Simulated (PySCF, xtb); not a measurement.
C5H7FO, SMILES CC(=O)[C@H]1C[C@H]1F.

xtb with GFN2-xTB at its own geometry gives an orbital gap of 4.03 eV and a dipole moment of 4.56 D.

The structure is a stationary point at B3LYP-D3(BJ)/def2-SVP. Other conformers were not sampled.

Q: What does PBE/def2-TZVP in PySCF give? (The exact figures need the calculation; the answer reports its results.)

A: gap 4.08 eV (levels -5.76 and -1.68 eV), dipole 3.67 D.
